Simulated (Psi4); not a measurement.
H3Cl3HfOSi (SMILES [SiH3][O][Hf]([Cl])([Cl])[Cl]), singlet, geometry from GFN2-xTB (such geometries of metal compounds can be far from the true shape) (core potentials on Hf); B3LYP/def2-SVP in Psi4.

Psi4 was given this input:
```
memory 2 GB

molecule {
0 1
  Hf    0.16198422    0.08986631    0.15434697
  Cl    1.67669179    1.12473129    1.46639015
  Cl   -0.93563556   -1.30710791    1.53279462
  Cl   -1.24341668    1.69597803   -0.55096803
  O     0.65066792   -0.87100724   -1.35901133
  Si   -0.43731869   -1.45667371   -2.41454629
  H    -1.74287364   -1.54049122   -1.70426651
  H     0.05106640   -2.77486407   -2.80862422
  H    -0.51381059   -0.52475309   -3.54403733
}

set basis def2-svp
set guess gwh

energy('b3lyp')
print_variables()
```

It wrote (shortened):

```
   => Loading Basis Set <=

    Name: DEF2-SVP
    Role: ORBITAL
    Keyword: BASIS

    !!!  WARNING: ECP capability is in beta. Please check occupations closely.  !!!

         ---------------------------------------------------------
                                   SCF
               by Justin Turney, Rob Parrish, Andy Simmonett
                          and Daniel G. A. Smith
                              RKS Reference
         ---------------------------------------------------------

  ==> Geometry <==

    Molecular point group: c1
    Full point group: C1

    Geometry (in Angstrom), charge = 0, multiplicity = 1:

       Center              X                  Y                   Z               Mass
    ------------   -----------------  -----------------  -----------------  -----------------
         HF           0.139289515126     0.061126937713     0.106202375357   179.946557000000
         CL           1.653997085126     1.095991917713     1.418245555357    34.968852682000
         CL          -0.958330264874    -1.335847282287     1.484650025357    34.968852682000
         CL          -1.266111384874     1.667238657713    -0.599112624643    34.968852682000
         O            0.627973215126    -0.899746612287    -1.407155924643    15.994914619570
         SI          -0.460013394874    -1.485413082287    -2.462690884643    27.976926534650
         H           -1.765568344874    -1.569230592287    -1.752411104643     1.007825032230
         H            0.028371695126    -2.803603442287    -2.856768814643     1.007825032230
         H           -0.536505294874    -0.553492462287    -3.592181924643     1.007825032230

  Running in c1 symmetry.

  Rotational constants: A =      0.04157  B =      0.02631  C =      0.02373 [cm^-1]
  Rotational constants: A =   1246.16263  B =    788.76238  C =    711.41878 [MHz]
  Nuclear repulsion =  561.026756911896086

  Charge       = 0
  Multiplicity = 1
  Electrons    = 88
  Nalpha       = 44
  Nbeta        = 44

  ==> Algorithm <==

  SCF Algorithm Type is DF.
  DIIS enabled.
  MOM disabled.
  Fractional occupation disabled.
  Guess Type is GWH.
  Energy threshold   = 1.00e-06
  Density threshold  = 1.00e-06
  Integral threshold = 1.00e-12

  ==> Primary Basis <==

  Basis Set: DEF2-SVP
    Blend: DEF2-SVP
    Number of shells: 59
    Number of basis functions: 133
    Number of Cartesian functions: 143
    Spherical Harmonics?: true
    Max angular momentum: 3

  Core potential: DEF2-SVP
    Number of shells: 4
    Number of ECP primitives: 10
    Number of ECP core electrons: 60
    Max angular momentum: 3

  ==> DFT Potential <==

   => LibXC <=

    Version 7.1.2
    S. Lehtola, C. Steigemann, M. J. T. Oliveira, and M. A. L. Marques,  SoftwareX 7, 1–5 (2018) (10.1016/j.softx.2017.11.002)

   => Composite Functional: B3LYP <=

    B3LYP Hyb-GGA Exchange-Correlation Functional

    P. J. Stephens, F. J. Devlin, C. F. Chabalowski, and M. J. Frisch,  J. Phys. Chem. 98, 11623 (1994) (10.1021/j100096a001)

    Deriv               =              1
    GGA                 =           TRUE
    Meta                =          FALSE

    Exchange Hybrid     =           TRUE
    MP2 Hybrid          =          FALSE

   => Exchange Functionals <=

    0.0800   Slater exchange
    0.7200         Becke 88

   => Exact (HF) Exchange <=

    0.2000               HF

   => Correlation Functionals <=

    0.1900   Vosko, Wilk & Nusair (VWN5_RPA)
    0.8100   Lee, Yang & Parr

   => LibXC Density Thresholds  <==

    XC_HYB_GGA_XC_B3LYP:  1.00E-15

   => Molecular Quadrature <=

    Radial Scheme          =       TREUTLER
    Pruning Scheme         =           NONE
    Nuclear Scheme         =       TREUTLER

    Blocking Scheme        =         OCTREE
    BS radius alpha        =              1
    Pruning alpha          =              1
    Radial Points          =             75
    Spherical Points       =            302
    Total Points           =         193679
    Total Blocks           =           1540
    Max Points             =            256
    Max Functions          =            121
    Weights Tolerance      =       1.00E-15

   => Loading Basis Set <=

    Name: (DEF2-SVP AUX)
    Role: JKFIT
    Keyword: DF_BASIS_SCF

  ==> Integral Setup <==

  SCF_SUBTYPE=INCORE selected. In-core MEM_DF algorithm will be used.
  Using in-core AOs.

  ==> MemDFJK: Density-Fitted J/K Matrices <==

    J tasked:                   Yes
    K tasked:                   Yes
    wK tasked:                   No
    Algorithm:                 Core
    Schwarz Cutoff:           1E-12
    Mask sparsity (%):       8.3442
    Fitting Condition:        1E-10

   => Auxiliary Basis Set <=

  Basis Set: (DEF2-SVP AUX)
    Blend: DEF2-UNIVERSAL-JKFIT
    Number of shells: 240
    Number of basis functions: 870
    Number of Cartesian functions: 1114
    Spherical Harmonics?: true
    Max angular momentum: 6

  Minimum eigenvalue in the overlap matrix is 7.4160186372E-03.
  Reciprocal condition number of the overlap matrix is 1.4801068181E-03.
    Using symmetric orthogonalization.

  ==> Pre-Iterations <==

  SCF Guess: Generalized Wolfsberg-Helmholtz applied to core Hamiltonian.

   -------------------------------------------------------
    Irrep   Nso     Nmo     Nalpha   Nbeta   Ndocc  Nsocc
   -------------------------------------------------------
     A        133     133      44      44      44       0
   -------------------------------------------------------
    Total     133     133      44      44      44       0
   -------------------------------------------------------

  ==> Iterations <==

                           Total Energy        Delta E     RMS |[F,P]|

   @DF-RKS iter   1: -1304.73727739859783   -1.30474e+03   2.91805e+00 ADIIS
   @DF-RKS iter   2: -1726.31102446016166   -4.21574e+02   4.90279e-02 ADIIS/DIIS
   @DF-RKS iter   3: -1691.90599534761668    3.44050e+01   6.36890e-02 ADIIS/DIIS
   @DF-RKS iter   4: -1786.97574007536286   -9.50697e+01   2.05960e-02 ADIIS/DIIS
   @DF-RKS iter   5: -1734.91100321645854    5.20647e+01   5.02817e-02 ADIIS/DIIS
   @DF-RKS iter   6: -1788.96814115665211   -5.40571e+01   2.16870e-02 ADIIS/DIIS
   @DF-RKS iter   7: -1794.18834452401552   -5.22020e+00   9.79753e-03 ADIIS/DIIS
   @DF-RKS iter   8: -1794.82219404207763   -6.33850e-01   4.09661e-03 ADIIS/DIIS
   @DF-RKS iter   9: -1794.94727968412280   -1.25086e-01   9.70873e-04 ADIIS/DIIS
   @DF-RKS iter  10: -1794.95391953805870   -6.63985e-03   2.30540e-04 ADIIS/DIIS
   @DF-RKS iter  11: -1794.95436028541280   -4.40747e-04   9.53459e-05 DIIS
   @DF-RKS iter  12: -1794.95442175209996   -6.14667e-05   4.38307e-05 DIIS
   @DF-RKS iter  13: -1794.95443663221636   -1.48801e-05   1.98152e-05 DIIS
   @DF-RKS iter  14: -1794.95443965047139   -3.01826e-06   5.50598e-06 DIIS
   @DF-RKS iter  15: -1794.95443992852711   -2.78056e-07   1.08895e-06 DIIS
   @DF-RKS iter  16: -1794.95443993907406   -1.05470e-08   1.42250e-07 DIIS
  Energy and wave function converged.

  ==> Post-Iterations <==

   Electrons on quadrature grid:
      Ntotal   =   88.0000277251 ; deviation = 2.773e-05

    Orbital Energies [Eh]
    ---------------------

    Doubly Occupied:

[...]
    Virtual:

[...]
    Final Occupation by Irrep:
              A
    DOCC [    44 ]
    NA   [    44 ]
    NB   [    44 ]

  @DF-RKS Final Energy: -1794.95443993907406

   => Energetics <=

    Nuclear Repulsion Energy =            561.0267569118960864
    One-Electron Energy =               -3611.0418024704222262
    Two-Electron Energy =                1353.1483706509775402
    DFT Exchange-Correlation Energy =     -98.0877650315252936
    Empirical Dispersion Energy =           0.0000000000000000
    VV10 Nonlocal Energy =                  0.0000000000000000
    Total Energy =                      -1794.9544399390740637

Computation Completed

Properties will be evaluated at   0.000000,   0.000000,   0.000000 [a0]

Properties computed using the SCF density matrix

 Multipole Moments:

 ------------------------------------------------------------------------------------
     Multipole            Electronic (a.u.)      Nuclear  (a.u.)        Total (a.u.)
 ------------------------------------------------------------------------------------

 L = 1.  Multiply by 2.5417464519 to convert [e a0] to [Debye]
 Dipole X            :         22.1543500          -22.1403850            0.0139650
 Dipole Y            :         14.5845576          -14.9686025           -0.3840449
 Dipole Z            :         24.8292359          -25.5066594           -0.6774235
 Magnitude           :                                                    0.7788376

 ------------------------------------------------------------------------------------

  Variable Map:
  ----------------------------------------------------------------------------
[...]
  Array Variable Map:
  ----------------------------------------------------------------------------
[...]
[...]
```
